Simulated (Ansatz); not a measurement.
Computed with Ansatz.

`NCOC[SiH3]` at its PBE0-D4/def2-TZVP geometry, where that method's forces vanish. Charge 0, multiplicity 1.

```tsv
atom	x (Å)	y (Å)	z (Å)
N1	-0.555	0.577	-2.050
C2	-1.129	0.926	-0.781
O3	-0.770	0.018	0.230
C4	0.613	0.013	0.515
Si5	0.967	-1.357	1.759
H6	-1.121	-0.079	-2.569
H7	-0.354	1.380	-2.625
H8	-0.783	1.936	-0.516
H9	-2.225	0.919	-0.770
H10	0.928	0.986	0.927
H11	1.198	-0.152	-0.399
H12	0.614	-2.682	1.188
H13	2.421	-1.339	2.079
H14	0.196	-1.147	3.012
```

Question: For each bond, give half the difference of the two atoms' forces along it (eV/Å; positive pushes the atoms apart) under PBE-D4, r2SCAN-D4, B3LYP-D4, ωB97M-V in def2-TZVPP. (An estimate is asked.)

Answer: The calculation gave: 
| bond | length (Å) | PBE-D4 | r2SCAN-D4 | B3LYP-D4 | ωB97M-V |
| --- | --- | --- | --- | --- | --- |
| N1–C2 | 1.436 | 0.05 | 0.13 | 0.23 | 0.23 |
| N1–H6 | 1.010 | 0.22 | -0.01 | -0.05 | -0.08 |
| N1–H7 | 1.008 | 0.20 | -0.02 | -0.06 | -0.07 |
| C2–O3 | 1.405 | 0.34 | 0.25 | 0.19 | 0.14 |
| C2–H8 | 1.100 | 0.08 | -0.08 | -0.12 | -0.14 |
| C2–H9 | 1.096 | 0.06 | -0.09 | -0.17 | -0.17 |
| O3–C4 | 1.413 | 0.30 | 0.30 | 0.28 | 0.24 |
| C4–Si5 | 1.883 | -0.06 | -0.04 | 0.02 | 0.02 |
| C4–H10 | 1.103 | 0.09 | -0.04 | -0.10 | -0.11 |
| C4–H11 | 1.098 | 0.10 | -0.06 | -0.12 | -0.12 |
| Si5–H12 | 1.486 | 0.07 | -0.02 | -0.07 | -0.11 |
| Si5–H13 | 1.489 | 0.06 | -0.03 | -0.07 | -0.10 |
| Si5–H14 | 1.486 | 0.07 | -0.03 | -0.08 | -0.11 |

B3LYP here is the variant with VWN-RPA as its local correlation; programs differ in this.
